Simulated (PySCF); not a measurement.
Si(All)(Cl)2(H), SMILES C=CC[SiH](Cl)Cl, B3LYP/def2-SVP optimised geometry.

```
12

Si     0.18    -1.97     0.00
Cl    -0.47    -2.98     1.70
Cl    -0.47    -2.99    -1.69
C     -0.56    -0.23     0.00
C     -0.18     0.57    -1.21
C      0.67     1.60    -1.22
H      1.66    -1.97     0.00
H     -1.66    -0.35     0.07
H     -0.22     0.26     0.93
H     -0.62     0.24    -2.16
H      1.15     1.97    -0.31
H      0.92     2.12    -2.15
```

Density from B3LYP/def2-TZVP in PySCF at that geometry.

Minimum of the electron density along straight lines between bonded atoms, close to the bond critical point (lines longer than 1.1 times the sum of covalent radii, or with two minima, are not listed):

```
bond     length / Å  ρ at the minimum / e bohr⁻³  ∇²ρ there / e bohr⁻⁵  position (fraction from the first atom)
-------  ----------  ---------------------------  --------------------  ---------------------------------------
Si1–Cl2       2.078                        0.097                  0.18                                     0.36
Si1–Cl3       2.078                        0.097                  0.18                                     0.36
Si1–C4        1.883                        0.125                  0.11                                     0.39
C4–C5         1.503                        0.256                 -0.65                                     0.50
C5–C6         1.337                        0.350                 -1.07                                     0.51
Si1–H7        1.481                        0.128                  0.12                                     0.49
C4–H8         1.105                        0.268                 -0.88                                     0.64
C4–H9         1.104                        0.269                 -0.89                                     0.64
C5–H10        1.097                        0.280                 -0.98                                     0.65
C6–H11        1.095                        0.278                 -0.96                                     0.64
C6–H12        1.093                        0.279                 -0.98                                     0.65
```
